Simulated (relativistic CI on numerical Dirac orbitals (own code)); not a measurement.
**Mo3+ (4d3) in a crystal field**

Calculated by Dirac-Coulomb-Breit CI, orbitals from a KLI potential per configuration, a model potential for QED, valence Slater integrals scaled by 0.75, one configuration in a parametric crystal field (own radial code).

Field parameters in Wybourne normalisation: D3d B²₀ = −7Dσ, B⁴₀ = −14Dq − 21Dτ, B⁴₃ = −14√(10/7) Dq; D4h B²₀ = −7Ds, B⁴₀ = 21(Dq − Dt), B⁴₄ = 21√(5/14) Dq; Oh B⁴₀ = 21Dq, B⁴₄ = √(5/14) B⁴₀; Td as Oh with Dq negative (B⁴₀ = 21Dq, B⁴₄ = √(5/14) B⁴₀). The field is a parameter set, without covalency.

S is read from ⟨S²⟩ = S(S + 1).

Powder χT (cm³ K mol⁻¹) by Van Vleck's formula, with temperature-independent terms:

| Field | 2 K | 5 K | 10 K | 20 K | 50 K | 100 K | 200 K | 300 K |
| --- | --- | --- | --- | --- | --- | --- | --- | --- |
| D3d, 10Dq = 31300, Dσ = -560, Dτ = -250 cm⁻¹ | 1.7 | 1.74 | 1.75 | 1.75 | 1.75 | 1.76 | 1.76 | 1.77 |
| D4h, 10Dq = 15100, Ds = -1340, Dt = -690 cm⁻¹ | 1.26 | 1.51 | 1.62 | 1.65 | 1.67 | 1.68 | 1.69 | 1.7 |
| D4h, 10Dq = 15550, Ds = 2730, Dt = 1170 cm⁻¹ | 0.56 | 0.568 | 0.582 | 0.61 | 0.694 | 0.827 | 0.99 | 1.08 |
| D4h, 10Dq = 18500, Ds = -60, Dt = -480 cm⁻¹ | 1.5 | 1.65 | 1.68 | 1.69 | 1.7 | 1.7 | 1.71 | 1.72 |
| Oh, 10Dq = 28100 cm⁻¹ | 1.74 | 1.74 | 1.74 | 1.74 | 1.74 | 1.75 | 1.75 | 1.76 |
| Oh, 10Dq = 39100 cm⁻¹ | 1.78 | 1.78 | 1.78 | 1.78 | 1.78 | 1.78 | 1.79 | 1.79 |
| Td, 10Dq = -17600 cm⁻¹ | 0.325 | 0.325 | 0.326 | 0.329 | 0.335 | 0.345 | 0.365 | 0.386 |
| Td, 10Dq = -19200 cm⁻¹ | 0.326 | 0.326 | 0.327 | 0.329 | 0.335 | 0.344 | 0.363 | 0.381 |

Task: For D3d, 10Dq = 31300, Dσ = -560, Dτ = -250 cm⁻¹: what effective moment follows at 300 K?

Result: μ_eff = √(8χT) = 3.76 μB. The ground level has S = 1.50; the spin-only moment for S = 3/2 is 3.88 μB. The difference comes from the orbital moment, spin-orbit mixing of terms and temperature-independent paramagnetism, all larger in this ionic model than in covalent complexes.
